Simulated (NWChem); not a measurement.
System: germanium monoxide (GeO, singlet); SMILES [Ge]=[O]

```xyz
2

Ge     0.0000     0.0000     0.3391
O      0.0000     0.0000    -1.2845
```
Atoms are numbered in this order, from 1.

Results from NWChem. Pople sets run with spherical d functions. Low-valent species are run as closed-shell singlets; no triplet was tried in these runs. Geometry: optimised at PBE0/def2-SVP. GIAO values for the isolated, static molecule; σ is the absolute isotropic shielding, δ = σ(reference) − σ with the isolated reference molecule computed at the same levels (17O: water).

```json
[
 {"level": "PBE0/pcSseg-1", "σ Ge1 (ppm)": "932.7", "δ O2 (ppm)": "744.9"},
 {"level": "B3LYP/6-311G**", "σ Ge1 (ppm)": "909.5", "δ O2 (ppm)": "778.0"},
 {"level": "LDA (Slater exchange, VWN5)/pcSseg-1", "σ Ge1 (ppm)": "883.0", "δ O2 (ppm)": "768.2"},
 {"level": "PBE/pcSseg-1", "σ Ge1 (ppm)": "946.8", "δ O2 (ppm)": "744.1"}
]
```
